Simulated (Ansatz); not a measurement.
Cartesian coordinates (Å):
SMILES: C=C[SiH2][SiH2][SiH3]
```xyz
15

C     -3.1278    -0.1273    -1.0328
C     -2.2522     0.5684    -0.3123
Si    -0.7899    -0.2011     0.5428
Si     1.2333     0.5378    -0.3780
Si     3.0505    -0.3959     0.7589
H     -3.9627     0.3455    -1.5425
H     -3.0469    -1.2049    -1.1449
H     -2.3853     1.6468    -0.2400
H     -0.8801    -1.6819     0.4108
H     -0.7861     0.1494     1.9916
H      1.3090     2.0246    -0.2879
H      1.2986     0.1627    -1.8190
H      4.3452     0.0540     0.1800
H      3.0069     0.0026     2.1918
H      2.9873    -1.8806     0.6815
```
Charge 0, spin multiplicity 1.

These are Ansatz (a program for electronic structure) with frozen-core CCSD(T)/cc-pVTZ // PBE0-D3(BJ)/def2-TZVP values and carry that method's errors.

The HF energy is -948.39510 Ha and the MP2 correlation energy comes out as -0.70357 Ha.

**Question.** Estimate the CCSD correlation energy, the (T) correction, the total energy and the T1 diagnostic.

**Answer.** 
- CCSD correlation energy = -0.78494 Ha
- (T) correction = -0.03218 Ha
- CCSD(T) total energy = -949.21223 Ha
- T1 diagnostic = 0.013
